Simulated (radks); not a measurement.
The numbers below are computed, except where a source is named.
Q: Radial electron density D(r) = 4 pi r^2 rho(r) of an atom or ion with 68 electrons. Code: a radial shooting solver on a logarithmic mesh with Libxc functionals. Model: Dirac Kohn-Sham, LDA (Slater exchange, Perdew-Wang correlation), spin-unpolarised, spherical densities, point nucleus.

```
   r/bohr * D(r) (the largest magnitude, 120, reaches the edge; | marks zero)
 0.001061 |  *
 0.001521 |    *
 0.002198 |       *
  0.00315 |             *
 0.004516 |                    *
 0.006472 |                             *
 0.009277 |                                      *
   0.0133 |                                          *
  0.01921 |                                        *
  0.02754 |                                     *
  0.03947 |                                           *
  0.05657 |                                                      *
  0.08109 |                                                  *
   0.1162 |                                          *
   0.1679 |                                                 *
   0.2407 |                                    *
    0.345 |                      *
   0.4945 |                          *
   0.7088 |               *
    1.016 |       *
    1.468 |   *
    2.104 |*
    3.016 *
    4.322 *
    6.195 *
    8.951 *
    18.39 *
    26.36 *
    37.78 *
```

What is the nuclear charge?

A: Z = 68. The innermost maximum, from 1s, lies near gamma/Z bohr with gamma = sqrt(1 - (Z/c)^2) = 0.868, here 0.0128 bohr (found: 0.0141), and its height grows with Z. The density is that of neutral erbium in [Xe] 4f12 6s1 7d1; the configuration itself is not fixed sharply by these data, and Z only to a few units. D(r) has 5 maxima, at r = 0.0141, 0.0628, 0.175, 0.475, 22.3 bohr, and minima at 0.0273, 0.114, 0.337 bohr, inside which lie 2.02, 11.18, 29.57 electrons.
